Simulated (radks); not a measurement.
Values are calculated unless marked as measured or tabulated.
The thulium ion Tm8+, configuration [Kr] 4d10 4f8 5s2 5p5 (not the ground configuration). Level of theory: scalar-relativistic Kohn-Sham, BLYP, spin-polarised, spherical densities, finite nucleus; open shells are filled with parallel spins first (spin-orbit coupling, left out, can overturn this in heavy ions); Fermi nuclear charge, rms radius 5.2256 fm (a radial shooting solver on a logarithmic mesh with Libxc functionals). Some entries of the table are withheld. Estimate them.

| orbital | occ. | eigenvalue (eV) | <1/r> (bohr^-1) |
|---|---|---|---|
| 1s up | 1 | -59437.29 | 79.07 |
| 1s down | 1 | -59437.18 | 79.07 |
| 2s up | 1 | -10160.88 | 18.42 |
| 2s down | 1 | -10160.72 | 18.42 |
| 2p up | 3 | -8991.203 | 16.96 |
| 2p down | 3 | -8991.035 | 16.97 |
| 3s up | 1 | -2412.185 | 6.795 |
| 3s down | 1 | -2408.676 | 6.802 |
| 3p up | 3 | -2057.940 | 6.337 |
| 3p down | 3 | -2054.425 | 6.344 |
| 3d up | 5 | -1619.519 | 6.004 |
| 3d down | 5 | -1616.808 | 6.010 |
| 4s up | 1 | -603.5756 | 2.902 |
| 4s down | 1 | -596.5823 | 2.898 |
| 4p up | 3 | -485.7951 | 2.662 |
| 4p down | 3 | -478.9825 | 2.657 |
| 4d up | 5 | -329.2227 | 2.378 |
| 4d down | 5 | -322.5769 | 2.372 |
| 5s up | 1 | -181.2662 | 1.232 |
| 5s down | 1 | -177.5034 | 1.219 |
| 4f up | 7 | (1) | 1.962 |
| 4f down | 1 | (2) | 1.946 |
| 5p up | 3 | -147.3596 | (3) |
| 5p down | 2 | -144.1633 | (4) |

Answer. 
(1) 4f up eigenvalue (eV): -155.2638
(2) 4f down eigenvalue (eV): -148.7457
(3) 5p up <1/r> (bohr^-1): 1.095
(4) 5p down <1/r> (bohr^-1): 1.081
